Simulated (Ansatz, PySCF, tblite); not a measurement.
Potential energy curve for H4F4In2N2, singlet. The N3–H12 bond (N3 also carries H, In, In; H12 carries nothing else) is varied alone, starting from the PBE0/def2-SVP, def2 effective core potentials past Kr optimised geometry.

Levels of theory: GFN2-xTB, 300 K electronic temperature (tblite); RKS-B3LYP/LANL2DZ = restricted B3LYP/LANL2DZ, with its core potentials past Ne (PySCF); RKS-CAM-B3LYP = restricted CAM-B3LYP/def2-SVP, def2 effective core potentials past Kr (Ansatz, a quantum-chemistry and plane-wave program); UKS-PBE0 = Ansatz with unrestricted PBE0/def2-SVP, def2 effective core potentials past Kr.

Energies relative to the lowest point of each curve near equilibrium, in kJ/mol:

| R / Å | GFN2-xTB | RKS-B3LYP/LANL2DZ | RKS-CAM-B3LYP |
|---|---|---|---|
| 0.84 | 96.1 | 110.8 | 106.3 |
| 0.90 | 35.7 | 44.2 | 41.4 |
| 0.97 | 5.0 | 7.5 | 6.5 |
| 1.02 | 0.0 | 0.0 | 0.0 |
| 1.06 | 2.8 | 2.0 | 2.8 |
| 1.36 | 102.5 | 121.7 | 128.6 |
| 1.50 | 160.5 | 196.3 | 206.4 |
| 1.68 | 231.4 | 288.1 | 302.3 |
| 1.91 | 309.6 | 390.5 | 410.2 |
| 2.12 | 367.7 | 467.5 | 492.8 |
| 2.49 | 442.6 | 568.7 | 605.0 |
| 2.95 | 498.2 | 648.2 | 699.5 |

Question: Predict the corresponding UKS-PBE0 column.

Answer: 0.84: 106.7; 0.90: 41.5; 0.97: 6.4; 1.02: 0.0; 1.06: 2.9; 1.36: 129.5; 1.50: 207.3; 1.68: 302.4; 1.91: 402.8; 2.12: 453.5; 2.49: 492.7; 2.95: 508.5 (kJ/mol).

The restricted form behind RKS-B3LYP/LANL2DZ, RKS-CAM-B3LYP keeps the bonding electrons paired and can't separate into open-shell fragments. The unrestricted determinant behind UKS-PBE0 is spin-contaminated at 1.91 to 2.95 Å (<S²> up to 1.0, against 0.00 for a pure singlet).
